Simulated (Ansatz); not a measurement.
Cartesian coordinates (Å):
```xyz
19

C     -1.4646    -1.6454    -0.3856
O     -0.5738    -0.7002    -0.9217
C     -0.0447     0.2296    -0.0065
Si     0.8206     1.5134    -1.1631
Si    -1.3401     1.1567     1.0875
O      0.7845    -0.3829     0.9524
C      1.9702    -0.9532     0.4592
H     -1.6876    -2.3732    -1.1776
H     -2.4157    -1.1773    -0.0676
H     -1.0256    -2.1719     0.4784
H      1.6026     0.8365    -2.2391
H     -0.2517     2.3491    -1.7803
H      1.7245     2.3976    -0.3652
H     -2.5010     1.5929     0.2522
H     -0.6656     2.3655     1.6469
H     -1.8229     0.2958     2.2071
H      1.7697    -1.6521    -0.3701
H      2.6799    -0.1809     0.1060
H      2.4412    -1.5001     1.2872
```
Charge 0, spin multiplicity 1.

The numbers are results of frozen-core CCSD(T)/cc-pVDZ // PBE0-D4/def2-SVP (Ansatz, an electronic-structure program), not measurements.

```json
{
 "HF energy": "-848.12911 Ha",
 "MP2 correlation energy": "-1.00745 Ha"
}
```

Estimate the CCSD correlation energy, the (T) correction, the total energy and the T1 diagnostic.


| Quantity | Value |
|---|---|
| CCSD correlation energy | -1.09769 Ha |
| (T) correction | -0.03189 Ha |
| CCSD(T) total energy | -849.25869 Ha |
| T1 diagnostic | 0.012 |
